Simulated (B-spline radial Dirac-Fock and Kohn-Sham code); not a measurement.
# Diagram lines of Pr

System: the free praseodymium atom, 1s2 2s2 2p6 3s2 3p6 3d10 4s2 4p6 4d10 4f3 5s2 5p6 5d1 6s1 (not the ground configuration).

Method: Dirac-Fock energy differences between relaxed states, corrected for Breit and QED terms. Computed with a radial B-spline solver. A line energy is the difference of two single-hole energies; the list is a selection of electric-dipole transitions between resolved j subshells. Electron correlation is not included.

| line | energy (eV) | wavelength (Å) |
| --- | --- | --- |
| Kβ2' (K-N3) | 41760.8 | 0.29689 |
| Kβ2'' (K-N2) | 41740.3 | 0.29704 |
| Kβ1 (K-M3) | 40745.0 | 0.30429 |
| Kβ3 (K-M2) | 40648.8 | 0.30501 |
| Kα1 (K-L3) | 36023.9 | 0.34417 |
| Kα2 (K-L2) | 35547.5 | 0.34878 |
| Lγ4 (L1-O3) | 6818.2 | 1.8184 |
| Lγ3 (L1-N3) | 6612.9 | 1.8749 |
| Lγ2 (L1-N2) | 6592.4 | 1.8807 |
| Lγ1 (L2-N4) | 6321.7 | 1.9612 |
| Lγ5 (L2-N1) | 6127.6 | 2.0234 |
| Lβ2 (L3-N5) | 5848.9 | 2.1198 |
| Lβ15 (L3-N4) | 5845.4 | 2.1211 |
| Lβ6 (L3-N1) | 5651.3 | 2.1939 |
| Lβ3 (L1-M3) | 5597.1 | 2.2151 |
| Lβ4 (L1-M2) | 5500.9 | 2.2539 |
| Lβ1 (L2-M4) | 5489.8 | 2.2584 |
| Lα1 (L3-M5) | 5033.6 | 2.4632 |
| Lα2 (L3-M4) | 5013.5 | 2.4730 |
| Lη (L2-M1) | 4931.8 | 2.5140 |
